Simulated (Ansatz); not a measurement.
A series at Si: from orthosilicic acid, ligands are replaced one by one, each step taking up HCl and setting free H₂O; n counts the steps. Ansatz, PBE0-D4/def2-TZVP geometries. Each molecule was computed in one conformer, which needn't be the lowest.

CBS adds triple-zeta CCSD(T) − MP2 to the MP2 limit, frozen cores; atoms without spin–orbit coupling. 

```tsv
n	molecule	atomization energy, CCSD(T)/CBS (kJ/mol)
0	`O[Si](O)(O)O`	3791.1
1	`O[Si](O)(O)Cl`	?
2	`O[Si](O)(Cl)Cl`	2707.5
3	`O[Si](Cl)(Cl)Cl`	2163.4
4	`Cl[Si](Cl)(Cl)Cl`	1619.8
```

Problem. By hand: fit a straight line y = ȳ + b (n − n̄) to the 4 given rows and predict n = 1.

Solution. n̄ = 2.250, ȳ = 2570.45; Σ(n − n̄)(y − ȳ) = -4749.65, Σ(n − n̄)² = 8.750, so b = -542.82 kJ/mol a step. Prediction: 2570.45 + (-542.82) × (-1.250) = 3249.0 kJ/mol.

Problem. By hand: compare with the computed value, 3251.1 kJ/mol, and give the steps along the whole series.

Solution. The line misses by 2.1 kJ/mol (computed minus predicted). Steps: -540.0, -543.6, -544.1, -543.6 kJ/mol.

The steps differ by at most 4.1 kJ/mol, 0.8 % of a mean step, so the ligands' effects nearly add and a line is close. The miss is 0.1 % of the series' range. The energies themselves are unsure by some kJ/mol a bond, though much of that is common to the series.
